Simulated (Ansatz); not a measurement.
Consider the formal hydrolysis of a B–Al bond: `O[B](O[SiH3])[AlH][F]` + H₂O → `OB(O)O[SiH3]` + `[F][AlH2]`.

Gas-phase electronic energies from Ansatz, PBE0-D4/def2-TZVP geometries. CCSD(T)/CBS is the MP2 limit (def2-TZVPP, def2-QZVPP) plus CCSD(T) − MP2 in def2-TZVPP, frozen cores. This one scheme is used for every species. DFT in def2-TZVPP. B3LYP here is the variant with VWN-RPA as its local correlation; programs differ in this. Each species was taken in one conformer, which may not be the lowest.

Q: Is it downhill or uphill in electronic energy at CCSD(T)/CBS, and by how much? (Estimate.)

A: Computed: Downhill: ΔE = -1.67 eV.

Q: What do these levels give: B3LYP-D4, r2SCANh-D4, r2SCAN0-D4, BHLYP-D4, ωB97M-V, r2SCAN, r2SCAN0, RPA@PBE/def2-TZVPP, CCSD/def2-SVP, HF/def2-TZVPP, MP2/def2-TZVPP, MP2/CBS(def2)? (Estimate.)

A: Ansatz gave: B3LYP-D4 -1.69, r2SCANh-D4 -1.74, r2SCAN0-D4 -1.77, BHLYP-D4 -1.82, ωB97M-V -1.74, r2SCAN -1.72, r2SCAN0 -1.79, RPA@PBE/def2-TZVPP -1.65, CCSD/def2-SVP -2.03, HF/def2-TZVPP -2.05, MP2/def2-TZVPP -1.75, MP2/CBS(def2) -1.71 eV.

Largest T1 diagnostic among the species: 0.014.

In def2-TZVPP, CCSD(T) changes the Hartree–Fock value by +0.34 eV (the triples alone add +0.05 eV) and MP2 by +0.30 eV. The D4 term adds +0.05 eV with B3LYP and +0.03 eV with PBE0; it sums over pairs of atoms, weighted by their polarisabilities, and B3LYP, whose exchange is more repulsive, gets the larger term. At CCSD(T), def2-SVP lies −0.33 eV from the extrapolated value and def2-TZVPP −0.04 eV.
